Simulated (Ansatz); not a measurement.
Isomers of C$_{2}$H$_{6}$OSi, relaxed with PBE0-D4/def2-TZVP in Ansatz; electronic energies, one conformer each and not always the lowest. Functionals use def2-TZVPP; CBS adds triple-zeta CCSD(T) − MP2 to the MP2 limit of def2-TZVPP and def2-QZVPP.

Task: Order them by energy at frozen-core CCSD(T)/CBS, lowest first. (Estimate.)
A. `O/C=C/[SiH3]`
B. `O=CC[SiH3]`
C. `CO[Si]C`
D. `OC1C[SiH2]1`
E. `C1OC[SiH2]1`
F. `CC(=O)[SiH3]`

Result: C (0.0 kJ/mol), B (29.5 kJ/mol), F (46.3 kJ/mol), A (50.4 kJ/mol), E (126.9 kJ/mol), D (136.9 kJ/mol).

Task: How do MP2/CBS(def2), ωB97M-V, PBE-D4, r2SCAN-D4 place them (kJ/mol, against `CO[Si]C`)? (Best estimate.)

Result: Computed: 
```tsv
isomer	MP2/CBS(def2)	ωB97M-V	PBE-D4	r2SCAN-D4
`O/C=C/[SiH3]`	46.4	58.3	46.0	38.0
`O=CC[SiH3]`	26.3	34.5	25.8	18.5
`CC(=O)[SiH3]`	45.3	52.6	36.1	32.2
`OC1C[SiH2]1`	127.4	141.1	124.1	122.3
`C1OC[SiH2]1`	122.7	130.0	117.2	116.2
```
